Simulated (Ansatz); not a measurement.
Compare A (`O=[CH][GeH2][SiH3]`) with its isomer B (`[OH][GeH]1[CH2][SiH2]1`).

Computed with Ansatz on PBE0-D4/def2-TZVP structures; ΔE is electronic, products minus reactants. CCSD(T)/CBS is the MP2 limit (def2-TZVPP, def2-QZVPP) plus CCSD(T) − MP2 in def2-TZVPP, frozen cores. Functionals use def2-TZVPP. B3LYP here is the variant with VWN-RPA as its local correlation; programs differ in this. For Ge outer-core shells are correlated without core-valence functions, which leaves a few kJ/mol of doubt a bond. Scalar relativity is left out up to krypton. Each species was taken in one conformer, which may not be the lowest.

(1) Which is lower in electronic energy at CCSD(T)/CBS, and by how much? (An estimate is asked.)

(2) Give E(B) − E(A) in kcal/mol with B3LYP, r2SCAN-D4, PBE-D4, CCSD(T)/def2-TZVPP, B3LYP-D4, MP2/def2-TZVPP, PBE0-D4. (Best estimate.)

Largest T1 diagnostic: 0.015.

Answers

(1) Ansatz gave: B, by 13.3 kcal/mol.

(2) Computed: B3LYP -6.9, r2SCAN-D4 -12.2, PBE-D4 -10.4, CCSD(T)/def2-TZVPP -11.0, B3LYP-D4 -7.5, MP2/def2-TZVPP -15.3, PBE0-D4 -12.7. None reverses the order clearly.

In def2-TZVPP, CCSD(T) changes the Hartree–Fock value by −7.4 kcal/mol (the triples alone add −0.5 kcal/mol) and MP2 by −11.7 kcal/mol. From PBE to PBE0 (25 % exact exchange), in def2-TZVPP and without D4, E(B) − E(A) moves by −2.4 kcal/mol.
